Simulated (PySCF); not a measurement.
Compound: C2H12BNPSi (charge +1).
Structure used (PBE0-D3(BJ)/def2-SVP), in Å, numbered top down from 1:
```xyz
18
C2H12BNPSi angstrom
B      2.676    0.032    0.731
P      1.825    1.188   -0.536
Si    -0.219    0.233   -1.425
N     -1.170   -0.347   -0.156
C     -0.889   -1.629    0.463
C     -2.137    0.480    0.546
H      3.478   -0.756    0.316
H      2.293    0.096    1.866
H      2.697    1.526   -1.598
H      1.497    2.427    0.062
H      0.379   -0.824   -2.272
H     -0.766    1.437   -2.090
H     -0.247   -2.248   -0.182
H     -0.393   -1.510    1.445
H     -1.825   -2.188    0.627
H     -1.794    0.729    1.566
H     -2.321    1.417    0.002
H     -3.098   -0.053    0.632
```

Linear response at CAM-B3LYP/def2-SVPD (PySCF, frozen core in the response, non-relativistic).

Static isotropic polarisability: 97.05 au (14.38 Å³), principal values 83.3, 95.5, 112.3 au.

(1) What is the polarisability at 1064 nm and at the sodium D line?

(2) What is the isotropic C6 coefficient between two such ions, C6 = (3/π)∫α(iω)² dω?

(3) Which effective excitation energy ω̄ makes London's formula C6 = (3/4)α²ω̄ exact here?

(4) What molar refraction at the D line follows from R = (4π/3)·N_A·α′, with α′ the polarisability volume?

(5) The lowest 6 singlets have (eV, f): 3.72, 0.054; 5.50, 0.015; 5.68, 0.001; 5.74, 0.023; 6.11, 0.125; 6.70, 0.018. What share of the static polarisability do they carry in the sum over states α = Σ f/ω²?

(6) What three-body coefficient follows from the one-pole estimate C9 = (3/4)·α·C6?

(7) How anisotropic is the static polarisability, by Δα² = ½[(α1 − α2)² + (α2 − α3)² + (α3 − α1)²]?

(8) How many electrons N does the Slater–Kirkwood formula C6 = (3/4)·√N·α^(3/2) need to give this C6?

Answers

(1) 98.26 au at 1064 nm (+1.2 %), 101.44 au at 589.3 nm (+4.5 %). The rise at 589.3 nm is 3.63 times that at 1064 nm; a pure ω² law gives 3.26. The lowest singlet lies at 333 nm, shorter than both wavelengths.

(2) 3453 au (Eh·bohr⁶) by a ten-point quadrature over imaginary frequencies, which is 2060 eV·Å⁶ or 199 J·nm⁶/mol.

(3) ω̄ = 4·C6/(3α²) = 0.489 Eh = 13.3 eV. A one-pole form α(ω) = α/(1 − ω²/ω̄²) fitted to the 1064 nm value gives 10.5 eV. London's choice of the ionisation energy (12.91 eV, ΔSCF at the same level) gives C6 = 3350 au, 3 % too low.

(4) α′ = 15.03 Å³ gives R = 37.92 cm³/mol, for isolated, non-vibrating species.

(5) 6.53 au, 6.7 % of α; the largest term, 2.87 au, is that of the state at 3.72 eV. Their oscillator strengths add up to 0.23. Higher states carry the rest.

(6) 251000 au. This is an estimate from the two numbers above, not a computed integral.

(7) Δα = 25.2 au, or 0.26 of the isotropic value.

(8) N = (4·C6/3)²/α³ = 23.2; the species has 64 electrons in all.

The run took about 80 s of CPU time (one thread, shared machine). This is the whole response run at CAM-B3LYP/def2-SVPD, SCF included.

One conformer stands for the species.
